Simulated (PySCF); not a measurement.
C5H5N. Atoms are numbered in the order given.

```xyz
11

C     -1.4957     1.8140     0.8570
C     -0.8909     0.8468     0.4432
C     -0.1953    -0.3213    -0.0202
N     -0.9691    -1.4941    -0.1443
C      1.0894    -0.2309    -0.3488
C      2.3377    -0.1285    -0.7253
H     -2.0221     2.6784     1.2148
H     -1.6397    -1.6076     0.6116
H     -0.4087    -2.3326    -0.2668
H      2.6133     0.0859    -1.7675
H      3.1698    -0.2454    -0.0173
```
Charge 0, spin multiplicity 1.

The structure is a stationary point at B3LYP-D3(BJ)/def2-SVP. The structure was generated by enumeration, and PubChem lists no compound with its InChIKey, so it may never have been made. One conformer was computed; it need not be the lowest.

Calculation: B3LYP/pcSseg-1 (PySCF).

GIAO shieldings, no solvent; atoms alike by connectivity are averaged. δ = σ(ref) − σ: ¹³C against TMS (σ = 181.3 ppm); ¹⁵N against NH3 (σ = 265.5 ppm); ¹H against TMS (σ = 31.68 ppm), references at their B3LYP-D3(BJ)/def2-TZVP geometries, non-relativistic.

```
atoms     nucleus  count  δ (ppm)
--------  -------  -----  -------
C5            ¹³C      1    232.3
C3            ¹³C      1        ?
C6            ¹³C      1        ?
C1            ¹³C      1     91.4
C2            ¹³C      1     80.9
N4            ¹⁵N      1     64.9
H10, H11       ¹H      2        ?
H7             ¹H      1        ?
H8, H9         ¹H      2     1.88
```

**Question.** Some entries are withheld; supply them. (Estimate from the structure and the level; the computed values follow.)

**Answer.** 
- H10, H11, δ (ppm): 5.94
- H7, δ (ppm): 3.44
- C6, δ (ppm): 92.5
- C3, δ (ppm): 110.1
